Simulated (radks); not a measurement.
Problem. The mean radii <r> (bohr) of the occupied orbitals of an atom or ion are listed with their occupations. Method: scalar-relativistic Kohn-Sham, SCAN, spin-polarised, spherical densities, finite nucleus; meta-GGA in the generalised Kohn-Sham scheme; Fermi nuclear charge, rms radius of each element as measured or else 0.836 A^(1/3) + 0.57 fm; computed with a radial shooting solver on a logarithmic mesh with Libxc functionals.

| orbital | occ. | <r> |
|---|---|---|
| 1s | 2 | 0.01659 |
| 2s | 2 | 0.06992 |
| 2p | 6 | 0.06330 |
| 3s | 2 | 0.1796 |
| 3p | 6 | 0.1809 |
| 3d | 10 | 0.1639 |
| 4s | 2 | 0.3755 |
| 4p | 6 | 0.3914 |
| 4d | 10 | 0.3951 |

Name the element and its charge. Open shells, if any, are filled with parallel spins first.

Solution. Z = 80, mercury, charge +34: Hg34+ in [Kr] 4d10. The 1s radius gives Z: for a bare nucleus <r> = (2 gamma + 1)/(2Z) with gamma = sqrt(1 - (Z/c)^2), 0.0164 bohr for Z = 80, and screening makes it slightly larger (0.01659 here). The occupations add up to 46, and the charge is Z minus that.
